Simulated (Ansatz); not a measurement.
Consider the substitution at a C–F bond: `F[CH2][ZnH]` + `O[SiH3]` → `[SiH3]O[CH2][ZnH]` + H–F.

Program: Ansatz. Geometries: PBE0-D4/def2-TZVP. ΔE: electronic, gas phase. CCSD(T)/CBS is the MP2 limit (def2-TZVPP, def2-QZVPP) plus CCSD(T) − MP2 in def2-TZVPP, frozen cores. This one scheme is used for every species. For Zn outer-core shells are correlated without core-valence functions, which leaves a few kJ/mol of doubt a bond. Scalar relativity is left out up to krypton. Each species was taken in one conformer, which may not be the lowest.

`F[CH2][ZnH]`:

```xyz
6

F     1.534    0.090   -0.756
C     0.626    0.011    0.311
Zn   -1.210   -0.030   -0.408
H     0.809    0.874    0.960
H     0.876   -0.885    0.888
H    -2.635   -0.061   -0.995
```

`O[SiH3]`:

Z-matrix (Å, degrees):
```
Si
O 1 1.648
H 1 1.489 2 111.7
H 1 1.489 2 111.7 3 120.9
H 1 1.481 2 105.9 3 -119.6
H 2 0.957 1 117.9 3 -60.5
```

`[SiH3]O[CH2][ZnH]`:

Cartesian coordinates in Å:
```
Si 1.157 0.760 -1.120
O 0.523 0.181 0.281
C -0.781 -0.420 0.275
Zn -1.181 -0.967 2.121
H 2.494 1.311 -0.793
H 0.287 1.825 -1.695
H 1.281 -0.326 -2.134
H -0.797 -1.278 -0.412
H -1.525 0.295 -0.103
H -1.460 -1.382 3.580
```

H–F:

Z-matrix (Å, degrees):
```
F
H 1 0.920
```

| species | HF/def2-QZVPP energy (Eh) |
| --- | --- |
| `F[CH2][ZnH]` | -1916.91418 |
| `O[SiH3]` | -366.22391 |
| `[SiH3]O[CH2][ZnH]` | -2183.06349 |
| H–F | -100.07004 |

(1) Work out ΔE.

Largest T1 diagnostic among the species: 0.014.

Results:

(1) ΔE = (-2183.06349) + (-100.07004) − (-1916.91418) − (-366.22391) = 0.00456 Eh = +12.0 kJ/mol. CCSD(T)/CBS gives -6.1 kJ/mol.

Leaving LDA and LC-ωPBE aside and taking each functional with its dispersion term where it has one, the values, not all of them listed here, spread over 9.9 kJ/mol, from PBE-QIDH to B97M-V. LDA lies −8.9 kJ/mol from PBE without D4. The D4 term adds −8.9 kJ/mol with B3LYP and −5.0 kJ/mol with PBE0; it sums over pairs of atoms, weighted by their polarisabilities, and B3LYP, whose exchange is more repulsive, gets the larger term.

B3LYP here is the variant with VWN-RPA as its local correlation; programs differ in this.
